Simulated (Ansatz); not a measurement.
Ansatz (a quantum-chemistry and plane-wave program) job for Cl2HSi, SMILES Cl[SiH]Cl (connectivity only; charge and spin as stated), charge +1, multiplicity 1, PBE/def2-TZVPD. Geometry: TPSSh-D3(BJ)/def2-TZVP. The spin state was assumed, not searched. The isomer is the one that the SMILES or the coordinates give; other isomers of the formula were not compared.

Ansatz 0.2 input:
```yaml
crystal:
  periodic: [false, false, false]
  atoms:
    - {symbol: Cl, position_ang: [0.00000000, -1.69826293, -0.32435825]}
    - {symbol: Si, position_ang: [-0.00000000, 0.00000000, 0.63768236]}
    - {symbol: Cl, position_ang: [0.00000000, 1.69826293, -0.32435825]}
    - {symbol: H, position_ang: [0.00000001, 0.00000000, 2.10062756]}
basis:
  gaussian:
    orbitals: def2-TZVPD
hamiltonian:
  xc: {name: PBE}
total_charge: 1
```

Log of the run:

```
WARN ansatz: RAYON_NUM_THREADS=1 ignored (pool sized by the plan → 1); use --threads N
Functional definition: PBE
integrals: 0.07 GiB planned
886 factors; their error is unknown
mean field: 0.45 GiB planned
mean field evaluation 1: about -32916.6697 eV, gradient 3.6e1 eV
mean field evaluation 2: about -32915.7045 eV, gradient 4.3e1 eV
mean field evaluation 4: about -32919.5511 eV, gradient 3.0e0 eV
mean field evaluation 8: about -32919.5739 eV, gradient 2.8e-2 eV
mean field -32919.56257693 eV, -1209.7716110212 hartree, gradient 4.3e-5 eV, S^2 0.000000; 0 other end points of the search recorded, 0 dependent functions left out
reference -32919.56262460 eV, -1209.7716127730 hartree; 24, 24 occupied and 120, 120 virtual orbitals, 886 factors
Total energy: -32919.56262460 eV, -1209.7716127730 hartree
```

The calculation finished and met its thresholds.
